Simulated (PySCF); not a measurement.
Property card for `C=Cc1ccccc1OC` (2-vinylanisole)

Compound: 2-vinylanisole, C9H10O.
Cartesian coordinates in Å at the PBE0-D3(BJ)/def2-SVP level; atoms count from 1:
```
atom  x, y, z in Å
C1     2.9757   -1.3073    0.7461
C2     1.6832   -1.1499    0.4341
C3     0.9227    0.1040    0.4757
C4     1.5334    1.3609    0.5493
C5     0.7931    2.5388    0.5896
C6    -0.5968    2.4726    0.5471
C7    -1.2403    1.2387    0.4641
C8    -0.4914    0.0583    0.4291
O9    -1.0460   -1.1705    0.3573
C10   -2.4376   -1.2892    0.2818
H11    3.6003   -0.4808    1.0970
H12    3.4543   -2.2862    0.6681
H13    1.1069   -2.0258    0.1252
H14    2.6244    1.4118    0.5585
H15    1.3002    3.5041    0.6436
H16   -1.1943    3.3869    0.5726
H17   -2.3292    1.2038    0.4298
H18   -2.8451   -0.7909   -0.6156
H19   -2.9347   -0.8727    1.1754
H20   -2.6582   -2.3626    0.2222
```

Some functional groups and rings: C=C double bond, benzene ring and ether.

From PBE0-D3(BJ)/def2-SVP geometry optimisation, gas phase (PySCF):

| Property | Result |
| --- | --- |
| Point group | C1 |
| Rotational constants A, B, C | 1.632, 1.376, 0.752 GHz |

CAM-B3LYP/def2-SVPD ground state, ΔSCF and vertical TDDFT (core frozen in the response) (PySCF):

| Item | Value |
| --- | --- |
| Dipole moment | 1.63 D |
| HOMO energy | -7.35 eV |
| LUMO energy | 0.01 eV |
| HOMO–LUMO gap | 7.36 eV |
| Lowest singlet excitation | 4.61 eV (269 nm, f = 0.209) |
| Strongest line among the 10 lowest singlet transitions | S5 at 6.51 eV (190 nm, f = 0.327) |
| Lowest triplet excitation (Tamm–Dancoff) | 3.12 eV |
| Static isotropic polarisability | 115.3 au |
| Vertical ionisation energy | 7.92 eV |
| Electronic spatial extent ⟨r²⟩ about the centre of nuclear charge | 1530 bohr² |

PBE0/pcSseg-1 ground state and GIAO shieldings, non-relativistic (PySCF):

| Property | Result |
| --- | --- |
| Lowest Hirshfeld atomic charge | -0.10 e on C1 |
| Highest Hirshfeld atomic charge | +0.08 e on C8 |
| 13C chemical shifts (computed TMS as zero) by class | 160.5 (C8), 138.3 (C2), 134.6 (C6), 129.9 (C3), 129.8 (C4), 124.8 (C5), 118.0 (C1), 112.0 (C7), 53.9 (C10) ppm |
| 1H chemical shifts (computed TMS as zero) by class | 7.76 (H14), 7.37 (H13), 7.29 (H16), 7.03 (H15), 6.59 (H17), 5.96 (H11), 5.49 (H12), 3.72 (H18/H19/H20) ppm |
| Isotropic shieldings of nuclei other than C and H, by class | 236 (O9) ppm |
| Mayer bond orders between heavy atoms | C1–C2 1.94, C2–C3 1.12, C3–C4 1.44, C4–C5 1.45, C5–C6 1.43, C6–C7 1.43, C7–C8 1.38, C8–O9 1.02, O9–C10 0.91, C8–C3 1.28 |

Monoisotopic mass from the formula: 134.0732 u.

The 10 singlets span 4.61 to 7.06 eV, and their oscillator strengths add up to 1.10. With B = h/(8π²I), that is 505.379 GHz u Å² over I, the principal moments of inertia are 309.6, 367.2 and 672.0 u Å² (most abundant isotopes). The vertical singlet–triplet gap S1 − T1 is 1.49 eV (TDDFT singlet less Tamm–Dancoff triplet; S1: HOMO→LUMO, weight 0.80; T1: HOMO→LUMO, weight 0.77). S1 lies 2.75 eV below the HOMO–LUMO gap; its leading configuration is HOMO→LUMO, weight 0.80. The polarisability is 17.09 Å³ as a volume (1 au = 0.148185 Å³), or 1.60 au for each of the 72 electrons. The rotational constants make it an asymmetric top with κ = (2B − A − C)/(A − C) = 0.42, nearer the oblate limit (+1). The largest Löwdin shares of the HOMO are 0.15 on C3, 0.14 on C1, 0.12 on O9 and 0.12 on C8. The ΔSCF ionisation energy exceeds −ε(HOMO) by 0.57 eV with CAM-B3LYP.

 NMR classes are plain means over equivalent atoms (diastereotopic ones count apart unless rotation or inversion swaps them), as if these changed places fast; in this geometry the members of some classes differ.

One conformer stands for the species.
